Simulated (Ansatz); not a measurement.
Ansatz (an electronic-structure program) input (wB97M-V/aug-cc-pVTZ): A basis named .json is the Basis Set Exchange file of that set (core-valence sets with the plain set on hydrogen).

Ansatz 0.2 input:
```yaml
crystal:
  periodic: [false, false, false]
  atoms:
    - {symbol: H, position_ang: [0.00000000, 0.00000000, 0.00000000]}
basis:
  gaussian:
    orbitals: aug-cc-pVTZ
    fitting: {mean_field: def2-universal-JKFIT.json}
hamiltonian:
  xc: {name: wB97M-V}
magnetization: {spin_polarized: true, initial_magnetization: 1}
scf: {lower_state_search: full}
```

Output:

```
Functional definition: wB97M-V
integrals: 0.00 GiB planned
18 factors; integrals over basis functions are off by at most 1.7e0 eV
integrals: 0.04 GiB planned
18 factors; integrals over basis functions are off by at most 1.4e-1 eV
mean field: 0.06 GiB planned
mean field evaluation 1: about -13.4408 eV, gradient 9.9e-1 eV
mean field evaluation 2: about -13.4415 eV, gradient 9.9e-1 eV
mean field evaluation 4: about -13.4515 eV, gradient 3.3e-2 eV
mean field evaluation 8: about -13.4515 eV, gradient 4.1e-4 eV
mean field evaluation 16: about -13.4515 eV, gradient 3.3e-2 eV
mean field evaluation 32: about -13.4515 eV, gradient 3.3e-2 eV
mean field -13.45153211 eV, -0.4943346871 hartree, gradient 1.9e-6 eV, S^2 0.750000; 2 other end points of the search recorded, 0 dependent functions left out
reference -13.45158818 eV, -0.4943367479 hartree; 1, 0 occupied and 22, 23 virtual orbitals, 18 factors
Total energy: -13.45158818 eV, -0.4943367479 hartree
```
